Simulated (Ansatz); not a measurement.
A nudged elastic band was laid between two geometries of CH$_{6}$AlO$_{2}$ (10 atoms, charge 1, multiplicity 1).

These are results of RHF/STO-3G in Ansatz, not measurements.

| Quantity | Value |
| --- | --- |
| movable images | 5 |
| climbing image | from the first iteration |
| spring | 5.0 eV/Å² |
| optimiser | fire |
| start path | IDPP |
| force threshold | 0.05 eV/Å |
| iteration limit | 60 |
| end points | relaxed |

Image 0:

```xyz
10
Properties=species:S:1:pos:R:3
C -0.987 0.211 -1.207
Al 0.167 -0.418 0.125
O 0.942 -1.679 0.829
O 0.785 0.878 1.191
H -0.450 0.767 -1.965
H -1.747 0.867 -0.800
H -1.497 -0.604 -1.704
H 0.790 -2.564 0.442
H 0.594 1.837 1.157
H 1.401 0.705 1.931
```

Image 6:

```xyz
10
Properties=species:S:1:pos:R:3
C -0.707 0.394 -1.350
Al 0.368 -0.283 0.024
O 1.645 -1.204 0.478
O -0.126 0.272 1.651
H -0.606 -0.193 -2.254
H -0.435 1.413 -1.596
H -1.755 0.393 -1.078
H 2.140 -1.658 -0.233
H -0.866 0.863 1.894
H 0.344 0.003 2.466
```

Problem. Which bonds break or form, and what moves?

Solution. No bond is made or broken. The dihedral H6–C1–Al2–O3 goes from 132 to -100°.

Problem. What energy profile does the band end with?

Solution. The run converged. The highest image is number 2 of 0 to 6, 0.005 eV above the ends, which have the same energy within 2 meV. The top lies less than 8 meV above the higher end, about what the thresholds resolve: the motion is nearly free. Another band between the same ends (5 images) ends at a top of the same energy, where a vibrational analysis finds 1 clearly imaginary mode. Limits of this set-up: minimal basis.

```csv
image,path coordinate (Å),energy (eV),dihedral H6–C1–Al2–O3 (°)
0,0.00,0.000,132
1,0.59,0.002,154
2,1.18,0.005,175
3,1.76,0.004,-165
4,2.35,0.002,-144
5,2.94,0.000,-122
6,3.53,0.001,-100
```

Problem. What is the geometry of the highest image?

Solution. 
```xyz
10
Properties=species:S:1:pos:R:3
C -0.887 0.265 -1.281
Al 0.267 -0.364 0.053
O 1.324 -1.509 0.556
O 0.361 0.687 1.497
H -0.337 0.527 -2.176
H -1.442 1.142 -0.974
H -1.609 -0.492 -1.562
H 1.499 -2.259 -0.048
H -0.106 1.527 1.671
H 0.930 0.478 2.265
```

The band took 20 iterations and about 110 core-seconds.

The run took 110 s on 1 thread of AMD EPYC (Zen 3) (shared host), peak memory 0.092 GiB.
